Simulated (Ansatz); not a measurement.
A further run on LiAl₃ (the lowest singlet isomer of a short search).

```yaml
crystal:
  periodic: [false, false, false]
  atoms:
    - {symbol: Al, position_ang: [0.659860, -1.294742, -0.615007]}
    - {symbol: Al, position_ang: [1.192122, 0.904683, 0.468691]}
    - {symbol: Al, position_ang: [-0.676887, 0.746845, -1.203777]}
    - {symbol: Li, position_ang: [-1.175105, -0.356786, 1.350103]}
basis:
  gaussian: {orbitals: 6-31G, fitting: {mean_field: def2-universal-jkfit}}
hamiltonian: {xc: {name: wB97X-V}}
scf: {omitted_lower_state_checks: [starts]}
```

```sh
$ ansatz run in.yaml --threads 4 --pin off --events-out ev --progress --plain --max-ram 3916MiB
```

Shortened log:

```
Functional definition: wB97X-V
435 factors; integrals over basis functions are off by at most 1.2e-2 eV
435 factors; integrals over basis functions are off by at most 2.2e-4 eV
mean field evaluation 1: about -19987.3018 eV, gradient 4.8e0 eV
mean field evaluation 2: about -19987.4912 eV, gradient 1.4e0 eV
mean field evaluation 4: about -19987.5266 eV, gradient 1.7e-1 eV
mean field evaluation 8: about -19987.5312 eV, gradient 5.9e-3 eV
mean field evaluation 16: about -19987.5312 eV, gradient 3.2e-5 eV
mean field -19987.53121739 eV, -734.5282242039 hartree, gradient 3.1e-5 eV, S^2 0.000000; 0 other end points of the search recorded, 0 dependent functions left out
reference -19987.53121573 eV, -734.5282241430 hartree; 21, 21 occupied and 27, 27 virtual orbitals, 435 factors
Total energy: -19987.53121573 eV, -734.5282241430 hartree
Checks for a lower state left out: starts
```

Run time 1.9 s (4 threads of Arm Neoverse V2 on a shared host).

The restricted singlet is unstable towards broken spin symmetry at other levels; at RKS ωB97X-V/6-31G this wasn't settled.
